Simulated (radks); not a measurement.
Values are calculated unless marked as measured or tabulated.
Question: The mean radii <r> (bohr) of the occupied orbitals of an atom or ion are listed with their occupations. Level of theory: Dirac Kohn-Sham, PBE, spin-unpolarised, spherical densities, finite nucleus; Fermi nuclear charge, rms radius of each element as measured or else 0.836 A^(1/3) + 0.57 fm (a radial shooting solver on a logarithmic mesh with Libxc functionals).

orbital  occ.      <r>
1s1/2       2  0.01899
2s1/2       2  0.07977
2p1/2       2  0.06611
2p3/2       4  0.07384
3s1/2       2   0.2081
3p1/2       2   0.1980
3p3/2       4   0.2123
3d3/2       4   0.1862
3d5/2       6   0.1906
4s1/2       2   0.4646
4p1/2       2   0.4698
4p3/2       4   0.5006
4d3/2       4   0.5148
4d5/2       6   0.5247
4f5/2       6   0.5613
4f7/2       5   0.5664

Name the element and its charge. Open shells, if any, fill j = l - 1/2 first.

Answer: Z = 72, hafnium, charge +15: Hf15+ in [Kr] 4d10 4f11. The 1s radius gives Z: for a bare nucleus <r> = (2 gamma + 1)/(2Z) with gamma = sqrt(1 - (Z/c)^2), 0.01876 bohr for Z = 72, and screening makes it slightly larger (0.01899 here). The occupations add up to 57, and the charge is Z minus that.
